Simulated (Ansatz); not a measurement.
Abstraction of Cl: C2HClF2 + C2H9Si2 → C2HF2 + C2H9ClSi2

Species: C2HClF2 `F/C=C(\F)Cl`, singlet; C2H9Si2 `C[SiH][SiH2]C`, doublet; C2HF2 `F/[C]=C\F`, doublet; C2H9ClSi2 `C[SiH2][SiH](C)Cl`, singlet. A radical takes Cl: the energy is the difference in strength between the C–Cl bond broken and the Si–Cl bond made.

Shapes, held fixed at every level: PBE0-D4/def2-TZVP. Flexible molecules stand in one conformer, not always the lowest. Programs: Ansatz 0.2.0. Electronic energies: no zero-point or thermal term.

(1) Estimate ΔE of this reaction.

Results:

(1) B2PLYP/def2-TZVPP gives ΔE = -53.1 kJ/mol; the levels span -98.4 to -38.7. The median of the levels is -54.7. No measured value is set beside it here. Spin contamination: C2HF2 (⟨S²⟩ up to 0.94). Open shells run unrestricted.

| level | kind | ΔE (kJ/mol) |
| --- | --- | --- |
| HF/def2-TZVPP | Hartree–Fock | -98.4 |
| PBE-D4/def2-TZVPP | GGA | -38.7 |
| r2SCAN-D4/def2-TZVPP | meta-GGA | -54.2 |
| B3LYP-D4/def2-TZVPP | global hybrid | -54.7 |
| wB97M-V/def2-TZVPP | range-separated hybrid | -55.3 |
| wB97X-V/def2-TZVPP | range-separated hybrid | -56.7 |
| B2PLYP/def2-TZVPP | double hybrid | -53.1 |
